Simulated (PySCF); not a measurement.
# What a mistake does to a calculation on CGeH4OSi

All numbers below are calculated, not measured. They come from PySCF 2.14.0, an open-source quantum chemistry program, on an isolated molecule that a program drew, which may never have been made. The molecule is CGeH4OSi (charge 0, singlet), drawn as the SMILES string `O[Si][CH]=[GeH2]`.

Each row is a Hartree-Fock (HF) and frozen-core CCSD(T) single point in the cc-pV(D+d)Z basis, meant for a local HF minimum. Run 1 is clean. Each other run has one planted mistake out of seven kinds, and not every kind appears here: one electron removed, one electron added, multiplicity raised by two, geometry at a saddle point, minimal basis STO-3G, one bond length entered in bohr, all coordinates scaled. The reference is restricted for singlets and unrestricted otherwise, and also for a bond in bohr. Adding or removing an electron swaps singlet and doublet. Electrons count all cores. HOMO and LUMO are orbital energies over both spins, the gradient is its largest component, and the lowest frequency (negative if imaginary) is given only where the gradient is small. Bond lengths are over the 7 bonds as drawn. T1 is the CCSD diagnostic: over 0.02 (restricted) or 0.045 (unrestricted) a single reference is doubtful. Germanium has the cc-pVDZ-PP basis, with a core potential (ECP10MDF) in place of its 10 inner electrons, and its 3s, 3p and 3d shells are frozen in CCSD(T).

Geometry of the clean run:
```xyz
8
CGeH4OSi, angstrom
O    -0.1508    1.6440   -1.6256
Si   -0.5966    0.6499   -0.3707
C    -1.5643   -0.6893   -1.2244
Ge   -2.2478   -2.0008   -0.2331
H    -0.4076    1.4400   -2.5137
H    -1.7567   -0.7489   -2.2957
H    -3.0615   -3.1655   -0.7824
H    -2.0733   -2.0695    1.2743
```

| run | electrons | basis functions | <S^2> | HOMO (eV) | LUMO (eV) | gradient (hartree/bohr) | lowest frequency (cm^-1) | mean bond (Å) | longest bond (Å) | T1 | HF (hartree) | CCSD(T) (hartree) | mistake |
|---|---|---|---|---|---|---|---|---|---|---|---|---|---|
| 1 | 64 | 94 | 0.000 | -8.50 | 0.95 | 7.6e-06 | 91 | 1.4830 | 1.860 | 0.0175 | -697.32887 | -697.88703 | no fault |
| 2 | 63 | 94 | 0.766 | -14.43 | -5.96 | 9.7e-02 | - | 1.4830 | 1.860 | 0.0206 | -697.06514 | -697.59048 | one electron removed |
| 3 | 65 | 94 | 0.851 | -0.26 | 7.09 | 5.0e-02 | - | 1.4830 | 1.860 | 0.0246 | -697.31681 | -697.88351 | one electron added |
| 4 | 64 | 94 | 0.000 | -8.69 | 0.81 | 2.8e-02 | - | 1.5260 | 1.914 | 0.0188 | -697.32229 | -697.88738 | all coordinates scaled |
| 5 | 64 | 94 | 2.345 | -6.41 | 0.20 | 5.1e-02 | - | 1.4830 | 1.860 | 0.0411 | -697.26729 | -697.79496 | multiplicity raised by two |
| 6 | 64 | 94 | 1.487 | -7.18 | 1.18 | 3.1e-02 | - | 1.7194 | 3.514 | 0.0601 | -697.22567 | -697.75113 | ? |

**Which mistake was planted in run 6, and what did it cost?**

The mean bond changes by a factor of 1.159 and the longest by 1.889, so the molecule wasn't scaled as a whole. A length L in bohr read as angstrom grows by (1/0.5292 - 1) L = 0.890 L. The 7 bonds together grew by 7 x 0.2364 = 1.655 Å, which gives L = 1.860 Å. That is bond Si2-C3, 1.860 Å in the clean geometry. So the mistake is: one bond length entered in bohr. Subtracting run 1 and multiplying by 627.51 kcal/mol a hartree, the energy moved by 64.8 kcal/mol in HF and 85.3 kcal/mol in CCSD(T).

Cautions from the logs. Run 3: the added electron raises the CCSD(T) energy, so it isn't bound in this basis; run 6: T1 is over the limit, so its CCSD(T) energy is less reliable.
